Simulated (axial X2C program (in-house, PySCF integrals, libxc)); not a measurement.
**Worked dissociation energy of Ga₂⁻: BLYP, without spin–orbit coupling**

Calculated with an axial X2C code built on PySCF integrals. Spin-free means the one-electron spin-free X2C Hamiltonian. Basis: Ga dyall-acv3z [10s10p8d5f1g] (cores contracted in-house); Gaussian nuclei, density fitting, unrestricted open shells. Masses: Ga 68.926 u.

Molecular state: M_S = 3/2, Λ = 0 (beyond evenly filled blocks: σα, π+α, π-α).

| Property | Result |
| --- | --- |
| E(Ga-) (2M_S = 2, M_L = 0) | -1944.027450 hartree |
| E(Ga) (2M_S = 1, M_L = 0) | -1944.014361 hartree |
| E(Ga₂⁻) at Re | -3888.119371 hartree |
| ωe | 172.4 cm⁻¹ |
| ωexe | 0.702 cm⁻¹ |

Q: Work out De and D0.

A: De = -1944.027450 + (-1944.014361) − (-3888.119371) = 0.07756 hartree = 2.111 eV. The zero-point energy is ωe/2 − ωexe/4 = 86 cm⁻¹ = 0.011 eV, so D0 = 2.100 eV.

One determinant describes the state; a PBE0 search over occupations chose it and may have missed a lower one. Dissociation energies refer to the lowest single-determinant-based atoms at the same level and basis. PBE0 can misorder states that lie within some tenths of an eV, so this need not be the ground state of the molecule. The nearest other spin-free determinant of the search, M_S = 1/2, Λ = 0, lies 0.26 eV up at the distance of the search. The highest occupied level of some functionals is positive through self-interaction error; at Hartree–Fock it is bound. Spin-free De lacks the spin–orbit lowering of the heavy p-block atom, a tenth of an eV or more for 4p and 5p, up to an eV for 6p and one to two eV for 7p atoms, less what an open-shell molecule gains itself.

Each atomic determinant is the lowest at this level and need not be a pure term. Totals compare only within one Hamiltonian and basis.
